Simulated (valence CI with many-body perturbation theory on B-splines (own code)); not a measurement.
**Which ion has this spectrum?**

A relativistic CI+MBPT calculation for an atom or ion with 24 electrons gives these levels (cm⁻¹):

```csv
J,Parity,E,g
4,even,0,1.28
2,even,48649,1.31
0,even,148600,
3,even,229325,1.38
4,even,249712,1.16
1,even,259927,1.34
5,even,301298,1.12
6,even,301632,1.11
2,even,341945,0.95
3,even,349987,1.05
0,even,421901,
2,even,429471,1.13
4,even,433555,1.04
1,even,438067,1.08
```

The energies are calculated, and their last digits are not significant.

(1) Which is it?
A. Dy42+
B. Gd40+
C. Tb41+
D. Sm38+

## Answers

(1) B. Gd40+, ground level (3d3/2^4 3d5/2^2) J=4.
